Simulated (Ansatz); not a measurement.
One change: `C=C([SiH3])[TeH]` becomes `C=C([SiH3])[SeH]`.

Ansatz, PBE0-D4/def2-TZVP geometries, multiplicity 1. Each molecule was computed in one conformer, which needn't be the lowest.

Elements past krypton have def2 core potentials. Scalar relativity is left out up to krypton. Spin–orbit coupling is left out; it splits and shifts lone-pair levels of the heavy atoms by tenths of an eV.

```tsv
property	`C=C([SiH3])[TeH]`
HOMO energy (B3LYP/def2-TZVPP) / eV	-6.01
HOMO energy (PBE0/def2-TZVPP) / eV	-6.22
size of the dipole moment (PBE/def2-TZVPP) / D	0.52
size of the dipole moment (ωB97M-V/def2-TZVPP) / D	0.62
HOMO energy (ωB97M-V/def2-TZVPP) / eV	-8.28
HOMO–LUMO gap (ωB97M-V/def2-TZVPP) / eV	9.20
```

Q: Give the same properties after the change, and the shifts. (Best estimate.)

A: Computed: 
| property | `C=C([SiH3])[SeH]` | shift |
| --- | --- | --- |
| HOMO energy (B3LYP/def2-TZVPP) / eV | -6.34 | -0.33 |
| HOMO energy (PBE0/def2-TZVPP) / eV | -6.56 | -0.34 |
| size of the dipole moment (PBE/def2-TZVPP) / D | 0.47 | -0.05 |
| size of the dipole moment (ωB97M-V/def2-TZVPP) / D | 0.63 | 0.01 |
| HOMO energy (ωB97M-V/def2-TZVPP) / eV | -8.68 | -0.40 |
| HOMO–LUMO gap (ωB97M-V/def2-TZVPP) / eV | 10.06 | 0.86 |

With PBE0 the HOMO falls by 0.34 eV and the LUMO rises by 0.27 eV, so the gap widens by about 0.61 eV. PBE moves the HOMO by -0.27 eV and ωB97M-V by -0.40 eV. Dipoles are sizes alone; their direction can turn.

Positive LUMOs are unbound, so they and the gaps depend on the basis.

B3LYP here is the variant with VWN-RPA as its local correlation; programs differ in this.
